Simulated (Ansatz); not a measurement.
Cost and result up the ladder for the cluster Al4Ga4 (8 atoms). Total charge 0; singlet. Geometry: PBE0-D4/def2-SVP.

Cartesian coordinates in Å:
```
Al 0.116 0.304 -0.625
Al 0.251 2.902 0.728
Al -1.428 1.125 1.555
Al 2.142 -1.050 0.375
Ga -1.262 -1.672 -2.017
Ga -2.329 -0.499 -0.148
Ga 1.165 -1.982 -1.691
Ga 1.346 0.872 1.823
```

Ansatz on 4 threads of Arm Neoverse V2 on a shared host. Times are rough, and most runs start from the orbitals of an earlier one. No level here is sound enough to serve as a yardstick. Binding counts from free atoms at the same level (Al doublet, Ga doublet; other spins of the atoms weren't run), without zero-point energy or a counterpoise term.

Correlated methods freeze 56 core orbitals; core or outer-core shells of Ga are correlated, in sets that lack core-valence functions. The rows differ in basis, and correlated rows in double-zeta sets carry the largest basis error. Another isomer (singlet) lies 1.05 eV lower at PBE0-D4/def2-TZVP; other spin states weren't run for this one.

Run but left out: PBE-QIDH/def2-TZVP (restricted singlet, unstable in another Hartree–Fock run and untested here).

Correlated methods converge slowly with the basis, most of all in double-zeta sets.

| level | functions | wall time | binding energy per atom (eV) | remarks |
| --- | --- | --- | --- | --- |
| revPBE-D4/def2-TZVP | 340 | 8.5 s | 2.00 | restricted SCF unstable in HF |
| PBE-D4/def2-TZVP (with forces) | 340 | 10 s | 2.13 | restricted SCF unstable in HF |
| MP2/def2-SVP | 200 | 12 s | 2.02 | restricted SCF unstable |
| r2SCAN-D4/def2-TZVP | 340 | 20 s | 2.11 | restricted SCF unstable in HF |
| PBE0-D4/def2-TZVP | 340 | 27 s | 2.02 | restricted SCF unstable in HF |
